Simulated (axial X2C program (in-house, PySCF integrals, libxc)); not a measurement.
# Levels of NaAg⁺ by electron attachment to NaAg²⁺ (EOM-EA-CCSD)

Computed with an axial X2C code built on PySCF integrals: two-component X2C with atomic mean-field Coulomb and Gaunt terms, Gaussian nuclei, basis Ag dyall-acv3z, Na dyall-acv3z with contracted cores.

R = 3.579 Å (1.150 times 3.112 Å, the PBE0 minimum at charge 1 for the lowest determinant).

Levels of NaAg⁺ obtained by attaching an electron to NaAg²⁺:

| Ω | binding energy (eV) | above lowest (cm⁻¹) | attached spinor | one-particle weight |
| --- | --- | --- | --- | --- |
| 1/2 | 11.573 | 0 | 63% Ag sσ, 13% Na pσ, 12% Na sσ | 0.98 |
| 1/2 | 8.640 | 23656 | 40% Na sσ, 37% Ag pσ, 14% Ag sσ | 0.99 |
| 1/2 | 7.574 | 32258 | 64% Ag pπ, 22% Na pπ, 10% Na dπ | 0.99 |
| 3/2 | 7.516 | 32721 | 63% Ag pπ, 24% Na pπ, 10% Na dπ | 0.99 |
| 1/2 | 6.738 | 38999 | 31% Na pσ, 30% Ag pσ, 27% Na sσ | 0.99 |
| 1/2 | 5.736 | 47080 | 61% Na pπ, 21% Ag pπ, 13% Ag dπ | 0.99 |
| 3/2 | 5.707 | 47315 | 59% Na pπ, 22% Ag pπ, 14% Ag dπ | 0.99 |

What is the splitting of the first π pair in the table, and is it regular or inverted?

E(3/2) − E(1/2) = 32721 − 32258 = 463 cm⁻¹ at EOM-EA-CCSD: regular, Ω = 1/2 lower. Splittings at this level can be off by ten to twenty per cent.

This point took 17 s on 1 thread of Arm Neoverse V2 (shared host).

Reference electrons by ω block (each with its −ω partner): 1/2: 18, 3/2: 8, 5/2: 2. 18 electrons of NaAg²⁺ correlated (inner shells frozen), 84 natural virtual spinors (a truncated set); levels can be off by some tenths of an eV. Roots sought by Ω: (1/2: 5, 3/2: 4, 5/2: 2, 7/2: 1); rows need 60 % one-particle weight and stop where some Ω has no more roots. Missing are any skipped roots, higher Ω and states of a further excitation; these come out far too high here and may in truth be low or lowest. T1 of the reference 0.005 (Lee–Taylor). The reference was not checked to be the lowest state of its species. Number of frozen shells: Ag 4 s, 3 p, 1 d; Na 1 s.
